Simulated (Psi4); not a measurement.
H12FeO6 (SMILES [OH2]->[Fe+2](<-[OH2])(<-[OH2])(<-[OH2])(<-[OH2])<-[OH2]), charge +2, quintet (typed; the unrestricted solution is spin-contaminated), geometry from GFN2-xTB (such geometries of metal compounds can be far from the true shape). Base run: PBE0/STO-3G in Psi4 1.11.

Input for Psi4:
```
memory 2 GB

molecule mol {
2 5
  Fe    0.000000   -0.000000    0.000000
  O    -0.798692    1.921218   -1.090255
  H    -1.604320    1.999455   -1.612140
  H    -0.387585    2.791986   -1.106912
  O     1.858948    1.210841    0.771896
  H     1.927534    1.706370    1.594859
  H     2.708607    1.313419    0.330218
  O     1.193336   -0.600358   -1.932140
  H     1.749449   -1.377380   -2.052538
  H     1.226682   -0.119887   -2.766142
  O    -1.193336    0.600358    1.932140
  H    -1.749449    1.377380    2.052538
  H    -1.226682    0.119887    2.766142
  O    -1.858948   -1.210841   -0.771896
  H    -1.927534   -1.706370   -1.594859
  H    -2.708607   -1.313419   -0.330218
  O     0.798692   -1.921218    1.090255
  H     0.387585   -2.791986    1.106912
  H     1.604320   -1.999455    1.612140
}

set basis sto-3g
set reference uks

energy('pbe0')
print_variables()
```

The base run was repeated with changes; each row names its change, and settings that it needs were set with it.

| change | E (Eh) | <S^2> | core-seconds (rough) | outcome |
|---|---|---|---|---|
| base | -1701.21213 | 7.001 | 30 | converged |
| functional = m11 | -1700.54324 | 7.002 | 50 | converged |
| functional = r2scan | -1701.68130 | 7.001 | 80 | converged |
| functional = bhhlyp | -1701.70805 | 7.002 | 30 | converged |
| functional = revpbe | -1701.55525 | 6.964 | 100 | converged |
| functional = bp86 | -1701.88886 | 6.959 | 80 | converged |
| functional = b3lyp | -1701.79476 | 7.001 | 30 | converged |
| functional = svwn | -1697.45513 | 6.982 | 50 | converged |
| functional = m06-l | -1701.76424 | 7.003 | 40 | converged |
| functional = blyp | -1701.56216 | 6.969 | 80 | converged |
| functional = wb97x | -1701.77580 | 7.002 | 40 | converged |
| functional = wb97x-v | - | - | - | cut at the time limit |
| functional = hse06 | -1701.26435 | 7.001 | 60 | converged |

Total energies compare only within one method and basis.

Open shells are given as the SCF converged; they aren't shown to be the lowest states, and a large step between rows can be another state.
